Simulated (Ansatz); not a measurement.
Compare A (`C=C([SiH3])OC=S`) with its isomer B (`C=C([SiH3])C(=O)S`).

Isolated molecules relaxed with PBE0-D4/def2-TZVP in Ansatz; ΔE leaves out vibrations. CBS: MP2 limit from def2 TZ/QZ plus the TZ coupled-cluster correction, frozen cores. Functionals use def2-TZVPP. B3LYP here is the variant with VWN-RPA as its local correlation; programs differ in this. One conformer a species, not always the lowest.

Question: Which is lower in electronic energy at CCSD(T)/CBS, and by how much? (An estimate is asked.)

Answer: Computed: B, by 20.6 kcal/mol.

Question: Give E(B) − E(A) in kcal/mol with PBE-D4, ωB97M-V, MP2/def2-TZVPP, B2PLYP, B3LYP, CCSD/def2-TZVPP, PBE0-D4. (An estimate is asked.)

Answer: The calculation gave: PBE-D4 -20.8, ωB97M-V -20.5, MP2/def2-TZVPP -21.4, B2PLYP -19.9, B3LYP -19.0, CCSD/def2-TZVPP -20.7, PBE0-D4 -21.1. None reverses the order clearly.

Largest T1 diagnostic: 0.016.

The D4 term adds −1.4 kcal/mol with B3LYP and −0.7 kcal/mol with PBE0; it sums over pairs of atoms, weighted by their polarisabilities, and B3LYP, whose exchange is more repulsive, gets the larger term.
